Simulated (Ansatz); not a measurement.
A CCSD(T) single point on triethylgallium (TEGa).

```yaml
crystal:
  periodic: [false, false, false]
  atoms:
    - {symbol: C, position_ang: [0.054503, 2.872452, 0.800441]}
    - {symbol: C, position_ang: [0.816038, 1.806270, 0.021076]}
    - {symbol: Ga, position_ang: [-0.002786, -0.002417, 0.004721]}
    - {symbol: C, position_ang: [0.881061, -1.483472, -0.978866]}
    - {symbol: C, position_ang: [2.178083, -1.123702, -1.694653]}
    - {symbol: C, position_ang: [-1.704858, -0.330277, 0.972997]}
    - {symbol: C, position_ang: [-2.253949, -1.749876, 0.887931]}
    - {symbol: H, position_ang: [-0.058048, 2.599894, 1.853465]}
    - {symbol: H, position_ang: [0.555952, 3.845395, 0.771347]}
    - {symbol: H, position_ang: [-0.954431, 3.018657, 0.404844]}
    - {symbol: H, position_ang: [1.836500, 1.700031, 0.409816]}
    - {symbol: H, position_ang: [0.950539, 2.114447, -1.023246]}
    - {symbol: H, position_ang: [0.148799, -1.888777, -1.688208]}
    - {symbol: H, position_ang: [1.049295, -2.297292, -0.262508]}
    - {symbol: H, position_ang: [2.615563, -1.980921, -2.216865]}
    - {symbol: H, position_ang: [2.023995, -0.337878, -2.439341]}
    - {symbol: H, position_ang: [2.934163, -0.751415, -0.997832]}
    - {symbol: H, position_ang: [-2.440605, 0.391042, 0.596166]}
    - {symbol: H, position_ang: [-1.546828, -0.040364, 2.019310]}
    - {symbol: H, position_ang: [-3.191552, -1.866152, 1.441374]}
    - {symbol: H, position_ang: [-2.452186, -2.045067, -0.146179]}
    - {symbol: H, position_ang: [-1.548551, -2.480777, 1.292910]}
basis:
  gaussian: {orbitals: def2-SVP}
correlation: {method: ccsd_t}
```

```sh
$ ansatz run in.yaml --threads 4 --pin off --events-out ev --progress --plain --max-ram 63488MiB --backend cuda --devices 0, --max-vram 37GiB
```

Log, shortened:

```
Functional definition: HF
1972 factors; integrals over basis functions are off by at most 1.5e-3 eV
mean field evaluation 1: about -58737.8861 eV, gradient 4.2e1 eV
mean field evaluation 2: about -58737.8911 eV, gradient 4.2e1 eV
mean field evaluation 4: about -58742.8764 eV, gradient 4.6e0 eV
mean field evaluation 8: about -58742.9396 eV, gradient 2.3e-4 eV
mean field -58742.93963639 eV, -2158.7632142429 hartree, gradient 2.8e-6 eV, S^2 0.000000; 0 other end points of the search recorded, 0 dependent functions left out
15 core orbitals not correlated: weight in the atoms' cores, before any rotation towards them, 1.000 or more for the frozen orbitals, at most 0.000 for the correlated occupied ones
reference -58742.93963639 eV, -2158.7632142429 hartree; 26, 26 occupied and 150, 150 virtual orbitals, 1972 factors
second order -29.66832991 eV of doubles, -0.00000000 eV of singles
cycle   1  -30.84266012 eV  change    -1.2e0 eV  update   1.2e-1
cycle   2  -31.69074116 eV  change   -8.5e-1 eV  update   3.5e-2
cycle   3  -31.84443088 eV  change   -1.5e-1 eV  update   1.5e-2
cycle   4  -31.84934648 eV  change   -4.9e-3 eV  update   3.6e-3
cycle   5  -31.84937041 eV  change   -2.4e-5 eV  update   1.1e-3
cycle   6  -31.84924963 eV  change    1.2e-4 eV  update   3.2e-4
cycle   7  -31.84918803 eV  change    6.2e-5 eV  update   1.0e-4
cycle   8  -31.84917384 eV  change    1.4e-5 eV  update   2.9e-5
perturbative correction -0.98588372 eV, -0.0362305586 hartree
Total energy: -58775.77469396 eV, -2159.9698803519 hartree
```

Hardware: 4 threads of an AMD EPYC 7R13 on a shared host and a share of an NVIDIA H100 80 GB. Wall time 2.7 s, peak host memory 0.83 GiB.

The correlation energy is -32.835 eV, 3.0 % of it from (T); the T1 diagnostic reads 0.0090.
